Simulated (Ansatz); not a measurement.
Method: PBE0-D4/def2-SVP run with Ansatz (an electronic-structure program). No frequencies were computed at this level.

Ansatz 0.2 input:
```yaml
crystal:
  periodic: [false, false, false]
  atoms:
    - { symbol: B, position_ang: [-1.658317, 2.093882, 0.376343] }
    - { symbol: C, position_ang: [-0.433706, 1.288705, -0.181863] }
    - { symbol: C, position_ang: [-0.691481, 0.085512, -1.107043] }
    - { symbol: C, position_ang: [-1.301978, -0.924722, -0.129681] }
    - { symbol: C, position_ang: [-0.540905, -0.648089, 1.183143] }
    - { symbol: C, position_ang: [0.428355, 0.474305, 0.794165] }
    - { symbol: C, position_ang: [1.503381, -0.118879, -0.142898] }
    - { symbol: C, position_ang: [2.166395, -1.332985, 0.438227] }
    - { symbol: O, position_ang: [2.241013, -2.414811, -0.073297] }
    - { symbol: C, position_ang: [0.727796, -0.379265, -1.447922] }
    - { symbol: H, position_ang: [-1.629093, 2.541251, 1.45629] }
    - { symbol: H, position_ang: [-2.578834, 2.301449, -0.31372] }
    - { symbol: H, position_ang: [0.182719, 2.0335, -0.70523] }
    - { symbol: H, position_ang: [-1.310863, 0.278025, -1.981105] }
    - { symbol: H, position_ang: [-2.370541, -0.744252, -0.008651] }
    - { symbol: H, position_ang: [-1.165306, -1.949482, -0.473105] }
    - { symbol: H, position_ang: [-1.219395, -0.301646, 1.963617] }
    - { symbol: H, position_ang: [-0.02068, -1.531789, 1.552689] }
    - { symbol: H, position_ang: [0.841424, 1.013895, 1.644945] }
    - { symbol: H, position_ang: [2.301725, 0.618884, -0.287775] }
    - { symbol: H, position_ang: [2.621278, -1.140742, 1.432842] }
    - { symbol: H, position_ang: [1.142588, 0.193583, -2.277967] }
    - { symbol: H, position_ang: [0.764425, -1.436329, -1.712004] }
basis:
  gaussian: { orbitals: def2-svp }
hamiltonian:
  xc: pbe0
  dispersion: d4
relax:
  max_steps: 150
```

Output:

```
Functional definition: PBE0
2368 factors; integrals over basis functions are off by at most 2.9e-4 eV
mean field evaluation 1: about -11198.2138 eV, gradient 6.7e1 eV
mean field evaluation 2: about -11189.0296 eV, gradient 9.5e1 eV
mean field evaluation 4: about -11208.7968 eV, gradient 6.7e0 eV
mean field evaluation 8: about -11208.9536 eV, gradient 5.6e-1 eV
mean field evaluation 16: about -11208.9543 eV, gradient 4.4e-5 eV
mean field -11208.95425270 eV, -411.9214710846 hartree, gradient 1.1e-5 eV, S^2 0.000000; 0 other end points of the search recorded, 0 dependent functions left out
reference -11208.95428429 eV, -411.9214722454 hartree; 37, 37 occupied and 168, 168 virtual orbitals, 2368 factors
relax step   1: F+E_penalty+E_count = -11209.54876749 eV  Δ(F+E_penalty+E_count) = +0.000e0 eV  max|allowed force component| = 1.071e0 eV/Å  Δτ_max = 0.0000 Å  (30 SCF iters, accepted)
these checks for a lower state are left out or cut short: starts, cluster_reference, orbital_swaps, neighbouring_geometries, increment
2368 factors; integrals over basis functions are off by at most 3.1e-4 eV
mean field -11209.03639003 eV, -411.9244895757 hartree, gradient 8.3e-6 eV, S^2 0.000000; 0 other end points of the search recorded, 0 dependent functions left out
reference -11209.03642182 eV, -411.9244907442 hartree; 37, 37 occupied and 168, 168 virtual orbitals, 2368 factors
relax step   2: F+E_penalty+E_count = -11209.62813907 eV  Δ(F+E_penalty+E_count) = -7.937e-2 eV  max|allowed force component| = 3.288e-1 eV/Å  Δτ_max = 0.0403 Å  (33 SCF iters, accepted)
these checks for a lower state are left out or cut short: starts, cluster_reference, orbital_swaps, neighbouring_geometries, increment
2368 factors; integrals over basis functions are off by at most 3.2e-4 eV
mean field evaluation 32: about -11209.0249 eV, gradient 1.2e-5 eV
mean field -11209.02491587 eV, -411.9240679083 hartree, gradient 1.2e-5 eV, S^2 0.000000; 0 other end points of the search recorded, 0 dependent functions left out
reference -11209.02494782 eV, -411.9240690822 hartree; 37, 37 occupied and 168, 168 virtual orbitals, 2368 factors
relax step   3: F+E_penalty+E_count = -11209.61424942 eV  Δ(F+E_penalty+E_count) = +1.389e-2 eV  max|allowed force component| = 9.323e-1 eV/Å  Δτ_max = 0.1372 Å  (32 SCF iters, rejected (line search))
these checks for a lower state are left out or cut short: starts, cluster_reference, orbital_swaps, neighbouring_geometries, increment
2368 factors; integrals over basis functions are off by at most 3.1e-4 eV
mean field -11209.04837591 eV, -411.9249300487 hartree, gradient 1.8e-5 eV, S^2 0.000000; 0 other end points of the search recorded, 0 dependent functions left out
reference -11209.04840779 eV, -411.9249312204 hartree; 37, 37 occupied and 168, 168 virtual orbitals, 2368 factors
relax step   4: F+E_penalty+E_count = -11209.64054147 eV  Δ(F+E_penalty+E_count) = -1.240e-2 eV  max|allowed force component| = 1.197e-1 eV/Å  Δτ_max = 0.0686 Å  (32 SCF iters, accepted)
these checks for a lower state are left out or cut short: starts, cluster_reference, orbital_swaps, neighbouring_geometries, increment
2368 factors; integrals over basis functions are off by at most 3.1e-4 eV
mean field -11209.05304985 eV, -411.9251018131 hartree, gradient 6.7e-6 eV, S^2 0.000000; 0 other end points of the search recorded, 0 dependent functions left out
reference -11209.05308175 eV, -411.9251029851 hartree; 37, 37 occupied and 168, 168 virtual orbitals, 2368 factors
relax step   5: F+E_penalty+E_count = -11209.64423150 eV  Δ(F+E_penalty+E_count) = -3.690e-3 eV  max|allowed force component| = 5.902e-2 eV/Å  Δτ_max = 0.0240 Å  (33 SCF iters, accepted)
these checks for a lower state are left out or cut short: starts, cluster_reference, orbital_swaps, neighbouring_geometries, increment
2368 factors; integrals over basis functions are off by at most 3.1e-4 eV
mean field -11209.05442217 eV, -411.9251522448 hartree, gradient 2.3e-5 eV, S^2 0.000000; 0 other end points of the search recorded, 0 dependent functions left out
reference -11209.05445406 eV, -411.9251534169 hartree; 37, 37 occupied and 168, 168 virtual orbitals, 2368 factors
relax step   6: F+E_penalty+E_count = -11209.64514038 eV  Δ(F+E_penalty+E_count) = -9.089e-4 eV  max|allowed force component| = 4.658e-2 eV/Å  Δτ_max = 0.0199 Å  (26 SCF iters, accepted)
these checks for a lower state are left out or cut short: starts, cluster_reference, orbital_swaps, neighbouring_geometries, increment
2368 factors; integrals over basis functions are off by at most 3.1e-4 eV
mean field -11209.05571506 eV, -411.9251997575 hartree, gradient 7.9e-6 eV, S^2 0.000000; 0 other end points of the search recorded, 0 dependent functions left out
reference -11209.05574694 eV, -411.9252009293 hartree; 37, 37 occupied and 168, 168 virtual orbitals, 2368 factors
relax step   7: F+E_penalty+E_count = -11209.64599176 eV  Δ(F+E_penalty+E_count) = -8.514e-4 eV  max|allowed force component| = 5.503e-2 eV/Å  Δτ_max = 0.0416 Å  (33 SCF iters, accepted)
these checks for a lower state are left out or cut short: starts, cluster_reference, orbital_swaps, neighbouring_geometries, increment
2368 factors; integrals over basis functions are off by at most 3.1e-4 eV
mean field evaluation 64: about -11209.0561 eV, gradient 2.0e-5 eV
mean field -11209.05611357 eV, -411.9252144027 hartree, gradient 2.0e-5 eV, S^2 0.000000; 0 other end points of the search recorded, 0 dependent functions left out
reference -11209.05614547 eV, -411.9252155749 hartree; 37, 37 occupied and 168, 168 virtual orbitals, 2368 factors
relax step   8: F+E_penalty+E_count = -11209.64642759 eV  Δ(F+E_penalty+E_count) = -4.358e-4 eV  max|allowed force component| = 3.212e-2 eV/Å  Δτ_max = 0.0114 Å  (26 SCF iters, accepted)
these checks for a lower state are left out or cut short: starts, cluster_reference, orbital_swaps, neighbouring_geometries, increment
2368 factors; integrals over basis functions are off by at most 3.1e-4 eV
mean field -11209.05622993 eV, -411.9252186786 hartree, gradient 7.0e-6 eV, S^2 0.000000; 0 other end points of the search recorded, 0 dependent functions left out
reference -11209.05626183 eV, -411.9252198512 hartree; 37, 37 occupied and 168, 168 virtual orbitals, 2368 factors
relax step   9: F+E_penalty+E_count = -11209.64663091 eV  Δ(F+E_penalty+E_count) = -2.033e-4 eV  max|allowed force component| = 1.732e-2 eV/Å  Δτ_max = 0.0141 Å  (33 SCF iters, accepted)
these checks for a lower state are left out or cut short: starts, cluster_reference, orbital_swaps, neighbouring_geometries, increment
2368 factors; integrals over basis functions are off by at most 3.1e-4 eV
mean field -11209.05622045 eV, -411.9252183302 hartree, gradient 2.2e-5 eV, S^2 0.000000; 0 other end points of the search recorded, 0 dependent functions left out
reference -11209.05625236 eV, -411.9252195030 hartree; 37, 37 occupied and 168, 168 virtual orbitals, 2368 factors
relax step  10: F+E_penalty+E_count = -11209.64666925 eV  Δ(F+E_penalty+E_count) = -3.835e-5 eV  max|allowed force component| = 1.394e-2 eV/Å  Δτ_max = 0.0086 Å  (26 SCF iters, accepted)
these checks for a lower state are left out or cut short: starts, cluster_reference, orbital_swaps, neighbouring_geometries, increment
2368 factors; integrals over basis functions are off by at most 3.1e-4 eV
mean field -11209.05624881 eV, -411.9252193724 hartree, gradient 7.0e-5 eV, S^2 0.000000; 0 other end points of the search recorded, 0 dependent functions left out
reference -11209.05628072 eV, -411.9252205451 hartree; 37, 37 occupied and 168, 168 virtual orbitals, 2368 factors
relax step  11: F+E_penalty+E_count = -11209.64667333 eV  Δ(F+E_penalty+E_count) = -4.073e-6 eV  max|allowed force component| = 1.309e-2 eV/Å  Δτ_max = 0.0023 Å  (22 SCF iters, accepted)
these checks for a lower state are left out or cut short: starts, cluster_reference, orbital_swaps, neighbouring_geometries, increment
2368 factors; integrals over basis functions are off by at most 3.1e-4 eV
mean field -11209.05615686 eV, -411.9252159935 hartree, gradient 1.2e-5 eV, S^2 0.000000; 0 other end points of the search recorded, 0 dependent functions left out
reference -11209.05618877 eV, -411.9252171663 hartree; 37, 37 occupied and 168, 168 virtual orbitals, 2368 factors
relax step  12: F+E_penalty+E_count = -11209.64664410 eV  Δ(F+E_penalty+E_count) = +2.922e-5 eV  max|allowed force component| = 3.548e-2 eV/Å  Δτ_max = 0.0044 Å  (25 SCF iters, rejected (line search))
these checks for a lower state are left out or cut short: starts, cluster_reference, orbital_swaps, neighbouring_geometries, increment
2368 factors; integrals over basis functions are off by at most 3.1e-4 eV
mean field -11209.05627742 eV, -411.9252204241 hartree, gradient 2.2e-5 eV, S^2 0.000000; 0 other end points of the search recorded, 0 dependent functions left out
reference -11209.05630933 eV, -411.9252215968 hartree; 37, 37 occupied and 168, 168 virtual orbitals, 2368 factors
relax step  13: F+E_penalty+E_count = -11209.64670175 eV  Δ(F+E_penalty+E_count) = -2.842e-5 eV  max|allowed force component| = 3.892e-3 eV/Å  Δτ_max = 0.0022 Å  (25 SCF iters, accepted)
2368 factors; integrals over basis functions are off by at most 3.1e-4 eV
mean field evaluation 96: about -11209.0563 eV, gradient 2.2e-5 eV
mean field -11209.05627742 eV, -411.9252204241 hartree, gradient 2.2e-5 eV, S^2 0.000000; 1 other end points of the search recorded, 0 dependent functions left out
reference -11209.05630933 eV, -411.9252215968 hartree; 37, 37 occupied and 168, 168 virtual orbitals, 2368 factors
Total energy: -11209.64673366 eV, -411.9469192906 hartree
Atom 0 at    -1.628081     2.130779     0.360324 Å, force    -0.002225    -0.003683     0.001635 eV/Å
Atom 1 at    -0.452940     1.257517    -0.161974 Å, force     0.000191     0.003073    -0.001567 eV/Å
Atom 2 at    -0.702113     0.067097    -1.110112 Å, force    -0.000371    -0.000059     0.000016 eV/Å
Atom 3 at    -1.311516    -0.958892    -0.139858 Å, force     0.000351     0.000474    -0.000193 eV/Å
Atom 4 at    -0.559620    -0.682090     1.189601 Å, force     0.000185     0.000465    -0.000946 eV/Å
Atom 5 at     0.415494     0.445087     0.813254 Å, force    -0.000336    -0.000643     0.001283 eV/Å
Atom 6 at     1.501770    -0.121226    -0.141297 Å, force     0.001235     0.000681    -0.001026 eV/Å
Atom 7 at     2.213516    -1.313775     0.433371 Å, force     0.000002     0.001820    -0.002562 eV/Å
Atom 8 at     2.177379    -2.430228    -0.012376 Å, force    -0.000110    -0.003892     0.001083 eV/Å
Atom 9 at     0.724982    -0.383035    -1.450336 Å, force     0.000523    -0.000142     0.000931 eV/Å
Atom 10 at    -1.597463     2.624677     1.466555 Å, force     0.000563     0.000930     0.000528 eV/Å
Atom 11 at    -2.552398     2.408928    -0.371699 Å, force    -0.001526     0.000139    -0.000350 eV/Å
Atom 12 at     0.148252     2.048115    -0.675992 Å, force     0.001439    -0.001194    -0.000068 eV/Å
Atom 13 at    -1.329026     0.276395    -1.988319 Å, force    -0.000089    -0.000011    -0.000570 eV/Å
Atom 14 at    -2.395617    -0.798536    -0.027793 Å, force    -0.000598     0.000718     0.000179 eV/Å
Atom 15 at    -1.170916    -1.990152    -0.496406 Å, force    -0.000673     0.000024    -0.000309 eV/Å
Atom 16 at    -1.247417    -0.330067     1.974749 Å, force    -0.000746     0.000619     0.000352 eV/Å
Atom 17 at    -0.055890    -1.575336     1.588414 Å, force     0.000115     0.000282     0.000070 eV/Å
Atom 18 at     0.821505     0.994700     1.674541 Å, force     0.000474    -0.000019     0.000117 eV/Å
Atom 19 at     2.274570     0.657881    -0.273680 Å, force    -0.000052     0.000048     0.000590 eV/Å
Atom 20 at     2.802847    -1.093790     1.363514 Å, force     0.001400     0.000365     0.001401 eV/Å
Atom 21 at     1.140930     0.209782    -2.278798 Å, force     0.000444     0.000294    -0.000318 eV/Å
Atom 22 at     0.781751    -1.443830    -1.735681 Å, force    -0.000195    -0.000289    -0.000277 eV/Å
Dipole moment:    -0.015543     0.441901     0.065852 e Å
```

Cost: around 5 core-minutes (rough).
